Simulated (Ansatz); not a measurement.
A structure relaxed at PBE0-D4/def2-TZVPD in Ansatz, charge -1, doublet:

```xyz
3

Sr    0.564    0.753    0.970
O    -0.519   -0.859    0.027
O    -0.045    0.105   -0.997
```

Q: Give its formula and point group.

A: SrO₂⁻. Point group C2v (tolerance 0.1 Å).

Q: Summarise the bond lengths by kind (pairs closer than 1.2 times the sum of covalent radii, bridged metal pairs left out).

A: 2 × O–Sr 2.16 Å; 1 × O–O 1.48 Å.

In the def2 sets Sr takes a core potential; there is no spin–orbit coupling. The structure holds 1 bond(s) between oxygen atoms. The highest occupied level of the charge -1 doublet lies above zero (up to 0.28 eV). By energy differences its removal costs 0.97 eV (vertical, to the charge 0 singlet, at PBE0-D4/def2-TZVPD); a positive level beside a positive removal energy at the same level points to self-interaction error. The relaxation made no stability test and no search for a lower SCF solution. Another isomer (doublet) lies 0.30 eV lower at PBE-D4/def2-TZVPD.
